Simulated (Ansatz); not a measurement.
Computed with Ansatz on PBE0-D4/def2-TZVP structures; ΔE is electronic, products minus reactants. CCSD(T)/CBS is the MP2 limit (def2-TZVPP, def2-QZVPP) plus CCSD(T) − MP2 in def2-TZVPP, frozen cores. DFT in def2-TZVPP. Elements past krypton have def2 core potentials. For Sn outer-core shells are correlated without core-valence functions, which leaves a few kJ/mol of doubt a bond. One conformer a species, not always the lowest.

Consider the formal exchange of groups at the Si–C bond: `O[SiH2]C(O)(F)F` + `CO[SiH2][SnH3]` → `O[SiH2][SiH2][SnH3]` + `COC(O)(F)F`.

Is it downhill or uphill in electronic energy at CCSD(T)/CBS, and by how much? (Best estimate.)

The calculation gave: Uphill: ΔE = +64.4 kJ/mol.

What do these levels give: ωB97X-V, PBE, PBE0, MP2/def2-QZVPP, SCS-MP2/def2-QZVPP, MP2/CBS(def2)? (Best estimate.)

Ansatz gave: ωB97X-V 58.6, PBE 49.7, PBE0 45.7, MP2/def2-QZVPP 72.0, SCS-MP2/def2-QZVPP 76.1, MP2/CBS(def2) 73.7 kJ/mol.

Largest T1 diagnostic among the species: 0.013.

From PBE to PBE0 (25 % exact exchange), in def2-TZVPP and without D4, ΔE moves by −4.0 kJ/mol.
